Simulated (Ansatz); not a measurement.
Cost and result for the atomization energy of `C1=NC[Se]1` (7 atoms, 7 bonds).

The species carries charge 0 and has multiplicity 1. Correlated methods include outer-core shells of Se, which these sets cover unevenly. Scalar relativity is left out up to krypton. The geometry is a stationary point of PBE0-D4/def2-TZVP. Program: Ansatz. All runs use 2 threads of an Arm Neoverse V2 on a shared host. Times are those of one run each, without the atoms' runs, and a repeat can differ threefold. Electronic energies, without spin–orbit coupling; frozen cores. CCSD(T)/CBS adds CCSD(T) − MP2 in def2-TZVPP to the MP2 limit, and its time is that of the two runs behind it. T1 = 0.013. With those shells the extrapolation isn't a true limit. HSE06 is the plane-wave form, built on full-range PBE exchange.

CCSD(T)/CBS is a level of theory with its own doubt, some kJ/mol a heavy atom from the limit and from the frozen cores, so smaller differences don't rank the functionals.

```json
{"level": "LDA (SPW92)/def2-TZVPP", "functions": "183", "wall time": "1.1 s", "atomization (kcal/mol)": "753.3", "difference from CCSD(T)/CBS": "120.6", "per bond": "17.2"}
{"level": "revPBE-D4/def2-TZVPP", "functions": "183", "wall time": "1.9 s", "atomization (kcal/mol)": "644.8", "difference from CCSD(T)/CBS": "12.1", "per bond": "1.7"}
{"level": "PBE0-D4/def2-TZVPP", "functions": "183", "wall time": "2.6 s", "atomization (kcal/mol)": "641.6", "difference from CCSD(T)/CBS": "8.9", "per bond": "1.3"}
{"level": "HSE06-D4/def2-TZVPP", "functions": "183", "wall time": "2.7 s", "atomization (kcal/mol)": "642.2", "difference from CCSD(T)/CBS": "9.5", "per bond": "1.4"}
{"level": "BHLYP-D4/def2-TZVPP", "functions": "183", "wall time": "2.8 s", "atomization (kcal/mol)": "601.6", "difference from CCSD(T)/CBS": "-31.1", "per bond": "-4.4"}
{"level": "CCSD(T)/def2-SVP", "functions": "89", "wall time": "3.9 s", "atomization (kcal/mol)": "589.5", "difference from CCSD(T)/CBS": "-43.2", "per bond": "-6.2"}
{"level": "r2SCAN-D4/def2-TZVPP (with forces)", "functions": "183", "wall time": "4.7 s", "atomization (kcal/mol)": "635.1", "difference from CCSD(T)/CBS": "2.4", "per bond": "0.3"}
{"level": "B2PLYP/def2-TZVPP", "functions": "183", "wall time": "4.7 s", "atomization (kcal/mol)": "626.7", "difference from CCSD(T)/CBS": "-6.0", "per bond": "-0.9"}
{"level": "PBE-QIDH/def2-TZVPP", "functions": "183", "wall time": "4.8 s", "atomization (kcal/mol)": "630.0", "difference from CCSD(T)/CBS": "-2.7", "per bond": "-0.4"}
{"level": "ωB97M-V/def2-TZVPP (with forces)", "functions": "183", "wall time": "10 s", "atomization (kcal/mol)": "633.2", "difference from CCSD(T)/CBS": "0.5", "per bond": "0.1"}
{"level": "MP2/def2-QZVPP", "functions": "350", "wall time": "18 s", "atomization (kcal/mol)": "641.8", "difference from CCSD(T)/CBS": "9.1", "per bond": "1.3"}
{"level": "CCSD(T)/def2-TZVPP", "functions": "183", "wall time": "66 s", "atomization (kcal/mol)": "612.4", "difference from CCSD(T)/CBS": "-20.3", "per bond": "-2.9"}
{"level": "CCSD(T)/CBS(def2)", "functions": "–", "wall time": "84 s", "atomization (kcal/mol)": "632.7", "difference from CCSD(T)/CBS": "0.0", "per bond": "0.0"}
```

Leaving LDA and LC-ωPBE aside and taking each functional with its dispersion term where it has one, the values, not all of them listed here, spread over 63.1 kcal/mol, from BHLYP-D4 to PBE-D4. LDA lies +92.2 kcal/mol from PBE without D4, its usual overbinding. In def2-TZVPP, CCSD(T) changes the Hartree–Fock value by +204.6 kcal/mol (the triples alone add +16.8 kcal/mol) and MP2 by +222.1 kcal/mol; breaking electron pairs costs correlation energy, which Hartree–Fock lacks. At CCSD(T), def2-SVP lies −43.2 kcal/mol from the extrapolated value and def2-TZVPP −20.3 kcal/mol: correlation converges slowly with the basis, and small sets miss more of it in the bonded molecule than in its fragments.
